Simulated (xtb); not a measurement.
xtb input (GFN2-xTB):

```bash
xtb mol.xyz --gfn 2 --ohess tight --chrg 0 --uhf 0
```
mol.xyz:
```
2

Sc    -0.71611310    -0.64699148    -0.65933996
Cl     0.70687018     0.59940553     0.68125072
```

End of the output:

```
   ------------------------------------------------------------------------

         :::::::::::::::::::::::::::::::::::::::::::::::::::::
         ::                  THERMODYNAMIC                  ::
         :::::::::::::::::::::::::::::::::::::::::::::::::::::
         :: total free energy          -5.588463463468 Eh   ::
         ::.................................................::
         :: total energy               -5.565668439676 Eh   ::
         :: zero point energy           0.000583701602 Eh   ::
Note: The following floating-point exceptions are signalling: IEEE_UNDERFLOW_FLAG IEEE_DENORMAL
normal termination of xtb
         :: G(RRHO) w/o ZPVE           -0.023378725395 Eh   ::
         :: G(RRHO) contrib.           -0.022795023792 Eh   ::
         :::::::::::::::::::::::::::::::::::::::::::::::::::::

optimized geometry written to: xtbopt.xyz

           -------------------------------------------------
          | TOTAL ENERGY               -5.565668439676 Eh   |
          | TOTAL ENTHALPY             -5.561302176423 Eh   |
          | TOTAL FREE ENERGY          -5.588463463468 Eh   |
          | GRADIENT NORM               0.000200935504 Eh/α |
          | HOMO-LUMO GAP               2.451260583022 eV   |
           -------------------------------------------------

------------------------------------------------------------------------
------------------------------------------------------------------------
 total:
 SCF:
 ANC optimizer:
 analytical hessian:
```
